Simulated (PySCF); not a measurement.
Simulated C 1s region for `O=C([O-])C=C1CC1`, binding energy against the vacuum level.

Every computed line was given a Gaussian of 0.4 eV full width at half maximum and an area set by the number of equivalent atoms; the highest printed point is 100. Method used: delta-SCF UKS SCAN, pcX-2 on the ionised atom, pcseg-1 elsewhere, spin-free X2C (PySCF).

binding energy (eV), intensity and a bar:
```
    284.8          0 
    284.9          1 
    285.0          6 ##
    285.1         17 #####
    285.2         35 ###########
    285.3         51 ###############
    285.4         52 ################
    285.5         38 ###########
    285.6         23 #######
    285.7         19 ######
    285.8         30 #########
    285.9         46 ##############
    286.0         54 ################
    286.1         45 #############
    286.2         26 ########
    286.3         11 ###
    286.4          7 ##
    286.5         13 ####
    286.6         34 ##########
    286.7         66 ####################
    286.8         95 ############################
    286.9        100 ##############################
    287.0         78 #######################
    287.1         44 #############
    287.2         19 ######
    287.3          9 ###
    287.4         13 ####
    287.5         28 ########
    287.6         46 ##############
    287.7         54 ################
    287.8         45 #############
    287.9         26 ########
    288.0         11 ###
    288.1          3 #
    288.2          1
```

Task: How many maxima does the curve show, and how many computed lines lie under it?

Result: The curve has 4 maxima (at 285.4, 286.0, 286.9 and 287.7 eV). Under it lie 5 lines from 5 inequivalent carbon sites. At this width some lines have no maximum of their own.

Task: Decompose the envelope and assign each component. Numbering: `[O:1]=[C:2]([O-:3])[CH:4]=[C:5]1[CH2:6][CH2:7]1`.

Result: 
| position (eV) | relative area | line | atoms | environment |
| --- | --- | --- | --- | --- |
| 285.36 | 1 | C 1s | C4 | alkene CH carbon |
| 286.00 | 1 | C 1s | C5 | fully substituted alkene carbon |
| 286.81 | 1 | C 1s | C7 | allylic carbon |
| 286.93 | 1 | C 1s | C6 | allylic carbon |
| 287.70 | 1 | C 1s | C2 | carboxylate carbon |

Lowest listed C 1s: C4, bonded to C (double bond), C and H. Highest, 2.34 eV above it: C2, bonded to O (double bond), O and C. Summing the Pauling electronegativity differences to the bonded atoms, each weighted by its formal bond order, gives -0.35 for the lowest site and +2.67 for the highest; no listed site has a larger sum than the highest. The smallest sum, -0.70, belongs to C7, 1.45 eV above the lowest.

Shake-up satellites, vibrational structure and lifetime widths aren't simulated. The species carries charge -1, so core ionisation leaves a neutral species. The basis sets have no added diffuse functions. Geometry: GFN2-xTB, one conformer, isolated ion.

Shape of the structure used: `[O:1]=[C:2]([O-:3])[CH:4]=[C:5]1[CH2:6][CH2:7]1`: O1–C2–C4–C5 0°.
